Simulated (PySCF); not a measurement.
## SeF₂: one-bond stretch

Computed with r2SCAN/[Se def2-TZVP, F def2-TZVP], no relativity, density fitting, PySCF.

Rigid scan from the singlet minimum (Se–F 1.739 Å (×2); F–Se–F 96.4°). Coordinate: the bond from Se to the last atom (F) scaled, the rest fixed. Energies in kJ/mol from the minimum.

```
scale of one bond  E (kJ/mol)  dipole size (D)
             0.92        32.5             1.55
             0.96         7.1             1.67
             1.00         0.0             1.84
             1.05         8.3             2.10
             1.12        38.9             2.50
             1.20        86.9             2.95
             1.35       183.3             3.69
             1.55       291.6                –
             1.80       471.2                –
             2.20       486.7                –
```

At long bonds a restricted determinant can lie too high, and another spin state can fall below this curve.

The scan took about 5 core-minutes on a shared host.
